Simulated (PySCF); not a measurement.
TaH5, SMILES [TaH5] (connectivity only; charge and spin as stated), neutral, multiplicity 1.

Geometry optimised at PBE0-D3(BJ)/def2-TZVPD. The spin state was assumed, not searched. The def2 effective core potentials stand for the cores of Ta; spin–orbit coupling is left out.

Level of theory: PBE/def2-TZVPD (PySCF).

Isolated molecule, no solvent.

Task: Estimate the frontier levels, gap, dipole moment and polarisability. (The exact figures need the calculation; the answer reports its results.)

Result: 
```
Item                                                                                                            Value
---------------------------------------------------------------------------------------------  ----------------------
highest occupied level                                                                                       -7.40 eV
lowest empty level                                                                                           -4.05 eV
orbital gap                                                                                                   3.35 eV
dipole moment                                                                                                  1.63 D
quadrupole, principal values (traceless, Buckingham form, about the centre of nuclear charge)   -1.93, 0.96, 0.96 D·Å
mean static polarisability                                                                       53.4 bohr³ (7.92 Å³)
polarisability, principal values                                                               52.8, 53.7, 53.7 bohr³
```
